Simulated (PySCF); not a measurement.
SMILES O(C(C)=O)C([CH2])COC (C₆H₁₁O₃), doublet, GFN2-xTB optimised geometry.

```
20

C     -2.03    -1.30     0.00
C     -0.56    -1.30     0.00
C      0.03    -1.89    -1.31
O     -0.46    -1.16    -2.40
C      0.08    -1.58    -3.63
O     -0.09     0.03     0.19
C      1.15     0.19     0.65
C      1.48     1.65     0.81
O      1.89    -0.72     0.91
H     -2.55    -2.22    -0.17
H     -2.55    -0.37     0.00
H     -0.15    -1.93     0.81
H      1.13    -1.83    -1.26
H     -0.26    -2.95    -1.38
H      1.17    -1.46    -3.64
H     -0.36    -0.94    -4.39
H     -0.16    -2.63    -3.83
H      1.05     2.22    -0.01
H      1.04     2.00     1.74
H      2.55     1.78     0.86
```

Density from unrestricted B3LYP/def2-SVP run with PySCF at that geometry.

Minimum of the electron density along straight lines between bonded atoms, close to the bond critical point (lines longer than 1.1 times the sum of covalent radii, or with two minima, are not listed):

```
bond    length / Å  ρ at the minimum / e bohr⁻³  ∇²ρ there / e bohr⁻⁵  position (fraction from the first atom)
------  ----------  ---------------------------  --------------------  ---------------------------------------
C1–C2        1.466                        0.277                 -0.69                                     0.49
C2–C3        1.551                        0.243                 -0.57                                     0.50
C3–O4        1.403                        0.266                 -0.49                                     0.35
O4–C5        1.404                        0.263                 -0.45                                     0.66
C2–O6        1.426                        0.244                 -0.35                                     0.34
O6–C7        1.334                        0.307                 -0.35                                     0.67
C7–C8        1.506                        0.261                 -0.64                                     0.52
C7–O9        1.204                        0.419                  0.31                                     0.33
C1–H10       1.071                        0.286                 -1.09                                     0.64
C1–H11       1.069                        0.286                 -1.11                                     0.64
C2–H12       1.107                        0.277                 -1.04                                     0.64
C3–H13       1.100                        0.280                 -1.06                                     0.64
C3–H14       1.101                        0.278                 -1.02                                     0.63
C5–H15       1.097                        0.278                 -1.04                                     0.63
C5–H16       1.088                        0.285                 -1.11                                     0.64
C5–H17       1.097                        0.278                 -1.04                                     0.63
C8–H18       1.086                        0.279                 -1.04                                     0.63
C8–H19       1.088                        0.275                 -1.01                                     0.63
C8–H20       1.086                        0.279                 -1.05                                     0.64
```
